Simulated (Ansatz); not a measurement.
Molecule: furan-2-ol, C$_{4}$H$_{4}$O$_{2}$ (charge 0, singlet). SMILES: Oc1ccco1
Geometry from a B3LYP-D3(BJ)/def2-TZVP (Ansatz, a quantum-chemistry and plane-wave program) optimisation:
```xyz
10

O      1.9593     0.1086     0.4462
C      0.6429     0.1299     0.1908
C     -0.3044     1.0663     0.4409
C     -1.5269     0.5081    -0.0686
C     -1.2312    -0.7060    -0.5808
O      0.1208    -0.9543    -0.4251
H      2.3276    -0.7252     0.1277
H     -0.1542     2.0173     0.9191
H     -2.5010     0.9670    -0.0488
H     -1.7957    -1.4831    -1.0606
```
Charge 0, spin multiplicity 1.

Wanted: atomisation energy (electronic, to ground-state atoms), in kcal/mol. Valence correlation only, unless marked. UHF or UKS for open shells. Spin-orbit coupling is left out. No relativistic terms. The coupled-cluster limit lacks core correlation, which all-electron functionals hold. CBS marks a two-point X^-3 extrapolation of the correlation energy; Hartree-Fock from the larger set.

```json
[
 {"level": "LC-wPBE-D4/def2-TZVPD", "program": "Ansatz + dftd4", "atomisation energy (kcal/mol)": "1107.9"},
 {"level": "SCS-MP2/cc-pVDZ", "program": "Ansatz", "atomisation energy (kcal/mol)": "1019.2"},
 {"level": "CCSD/cc-pVDZ", "program": "Ansatz", "atomisation energy (kcal/mol)": "___"},
 {"level": "CCSD/aug-cc-pVTZ", "program": "Ansatz", "atomisation energy (kcal/mol)": "1043.7"},
 {"level": "CCSD(T)/CBS(aug-cc-pVTZ,aug-cc-pVQZ)", "program": "Ansatz", "atomisation energy (kcal/mol)": "___"}
]
```

**Question.** Some entries are withheld; supply them.

**Answer.** 
- CCSD/cc-pVDZ, atomisation energy (kcal/mol): 986.3
- CCSD(T)/CBS(aug-cc-pVTZ,aug-cc-pVQZ), atomisation energy (kcal/mol): 1094.3
